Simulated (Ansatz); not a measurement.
Pulling on the C1–I2 bond in CH3I (SMILES CI) (multiplicity 1 held, fragments rigid). Energies count from the point at 2.156 Å.
Geometry at that point (charge 0, multiplicity 1):
| atom | x (Å) | y (Å) | z (Å) |
|---|---|---|---|
| C | -1.8269 | -0.0363 | -0.0411 |
| I | 0.3286 | 0.0065 | 0.0074 |
| H | -2.1203 | -0.8439 | -0.7016 |
| H | -2.1705 | -0.2081 | 0.9724 |
| H | -2.1618 | 0.9240 | -0.4159 |

Restricted levels (R-, RO-) in cc, def2 and unpolarised 6-31G sets keep to the state of the molecule at rest. Unrestricted levels (U-) break spin symmetry where that is lower. Levels need not reach the same state.

Cores are frozen in the correlated methods. Filled d and f shells under p-block atoms count as core.

The values were computed with Ansatz (Gaussian basis) for Hartree–Fock, density functionals and correlated methods.  In def2 rows elements past Kr take small-core potentials, without spin–orbit coupling.

One of these levels gives 91.86 kcal/mol for the energy at R = 6.901 Å. Which?
A) U-HF/def2-TZVPP
B) U-PBE/def2-TZVPP
C) R-MP2/def2-TZVPP
D) R-PBE/def2-TZVPP

D, R-PBE/def2-TZVPP. The others give 37.68 (U-HF/def2-TZVPP), 72.23 (U-PBE/def2-TZVPP), 78.72 (R-MP2/def2-TZVPP)

Doubts at one or more of the structures used: a spin-contaminated determinant (U-HF/def2-TZVPP, U-PBE/def2-TZVPP); a restricted determinant that unrestricted orbitals would lower (R-PBE/def2-TZVPP, R-MP2/def2-TZVPP).

Ansatz is a quantum-chemistry and plane-wave program.
